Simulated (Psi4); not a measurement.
Ga, doublet.

Input for Psi4:
```
memory 2 GB

molecule {
0 2
  Ga    0.00000000    0.00000000    0.00000000
}

set basis def2-svp
set reference uks

energy('pbe0')
print_variables()
```

Problem. What does this run give for the dipole moment, <S^2>, number of basis functions?

Solution. 
```json
{
 "dipole_moment": "0.00 D",
 "<S^2>": "0.753",
 "number_of_basis_functions": "32"
}
```

These values belong to the state on which the SCF converged, which isn't shown to be the lowest.
